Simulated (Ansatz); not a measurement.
`[GeH3][GeH2][GeH2][GeH2][GeH3]` + `N[SiH](F)Cl` → `F[SiH](Cl)[NH][GeH3]` + `[GeH3][GeH2][GeH2][GeH3]`  (cleavage of the Ge–Ge bond)

Calculated with Ansatz (gas phase, PBE0-D4/def2-TZVP geometries, no zero-point term in ΔE). CCSD(T)/CBS is the MP2 limit (def2-TZVPP, def2-QZVPP) plus CCSD(T) − MP2 in def2-TZVPP, frozen cores. For Ge outer-core shells are correlated without core-valence functions, which leaves a few kJ/mol of doubt a bond. Scalar relativity is left out up to krypton. One conformer a species, not always the lowest.

```
                         species  HF/def2-TZVPP energy (Eh)
`[GeH3][GeH2][GeH2][GeH2][GeH3]`               -10383.84215
                   `N[SiH](F)Cl`                 -904.32973
          `F[SiH](Cl)[NH][GeH3]`                -2980.86609
      `[GeH3][GeH2][GeH2][GeH3]`                -8307.30171
```

(1) Work out ΔE.

Largest T1 diagnostic among the species: 0.012.

## Answers

(1) ΔE = (-2980.86609) + (-8307.30171) − (-10383.84215) − (-904.32973) = 0.00408 Eh = +10.7 kJ/mol. CCSD(T)/CBS gives +30.7 kJ/mol.

The D4 term adds +5.5 kJ/mol with B3LYP and +3.4 kJ/mol with PBE0; it sums over pairs of atoms, weighted by their polarisabilities, and B3LYP, whose exchange is more repulsive, gets the larger term. In def2-TZVPP, CCSD(T) changes the Hartree–Fock value by +16.6 kJ/mol (the triples alone add +1.4 kJ/mol) and MP2 by +18.0 kJ/mol.

B3LYP here is the variant with VWN-RPA as its local correlation; programs differ in this.
